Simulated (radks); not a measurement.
Values are calculated unless marked as measured or tabulated.
I48+, 5 electrons, occupied as [He] 2s2 2p1.

Code: a radial shooting solver on a logarithmic mesh with Libxc functionals. Model: scalar-relativistic Kohn-Sham, exchange-only LDA, spin-polarised, spherical densities, point nucleus; open shells are filled with parallel spins first (spin-orbit coupling, left out, can overturn this in heavy ions).

Energy parts (eV):
| part | energy |
|---|---|
| total | -105702.069 |
| kinetic | 113631.130 |
| electron-nucleus | -222934.802 |
| Hartree | 4869.059 |
| exchange | -1267.456 |

Orbitals (lengths in bohr, moments of r in powers of bohr; r(90%) holds 90 % of the orbital's charge):
[
 {"orbital": "1s up", "occ.": "1", "eigenvalue (eV)": "-37478.80", "<1/r>": "56.93", "<r^4>": "2.593e-06", "r(90%)": "0.0488"},
 {"orbital": "1s down", "occ.": "1", "eigenvalue (eV)": "-37461.65", "<1/r>": "56.95", "<r^4>": "2.588e-06", "r(90%)": "0.0488"},
 {"orbital": "2s up", "occ.": "1", "eigenvalue (eV)": "-8911.098", "<1/r>": "13.79", "<r^4>": "0.0003523", "r(90%)": "0.171"},
 {"orbital": "2s down", "occ.": "1", "eigenvalue (eV)": "-8882.743", "<1/r>": "13.76", "<r^4>": "0.0003544", "r(90%)": "0.171"},
 {"orbital": "2p up", "occ.": "1", "eigenvalue (eV)": "-8521.206", "<1/r>": "13.15", "<r^4>": "0.0002366", "r(90%)": "0.155"},
 {"orbital": "2p down", "occ.": "0", "eigenvalue (eV)": "-8487.051", "<1/r>": "13.13", "<r^4>": "0.0002386", "r(90%)": "0.155"}
]

The highest occupied level is 2p up at -8521.2 eV. Summed over all electrons, <r^2> = 0.04226 bohr^2, which gives a Langevin (diamagnetic) susceptibility term of -0.0335 x 10^-6 cm^3/mol. Spin moment in Bohr magnetons: 1. For comparison, the ionisation energy in NIST's Atomic Spectra Database is 8867 eV (theoretical). In exact Kohn-Sham theory the highest level is minus the ionisation energy, but local and semilocal functionals leave it too shallow, through self-interaction and a potential that decays too fast; potentials with the right tail come closer.
